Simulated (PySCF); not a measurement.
PySCF input:

```python
from pyscf import gto, scf, mp, cc as ccmod

mol = gto.M(
    atom='''
    O    -0.64918807   -1.24168714   -0.00638428
    S     0.06942861    0.10131773    0.00101622
    O    -0.74495094    1.24603897   -0.03561977
    O     1.45969141   -0.05827825    0.04454817
    H    -1.63527688   -1.18967227   -0.03661258
    ''',
    basis='cc-pvdz',
    charge=1,
    spin=0,
    verbose=4,
)

mf = scf.RHF(mol)
mf.conv_tol = 1e-10
mf.max_cycle = 100
mf.kernel()
mp2 = mp.MP2(mf, frozen=8).run()
cc = ccmod.CCSD(mf, frozen=8)
cc.max_cycle = 100
cc.kernel()
et = cc.ccsd_t()
print(f'E(CCSD(T)) = {cc.e_tot + et:.9f}')
```

Q: Which total energy does the run end on?

A: -622.96411 Eh (CCSD(T)/cc-pVDZ).

It need not be the lowest isomer of its formula.
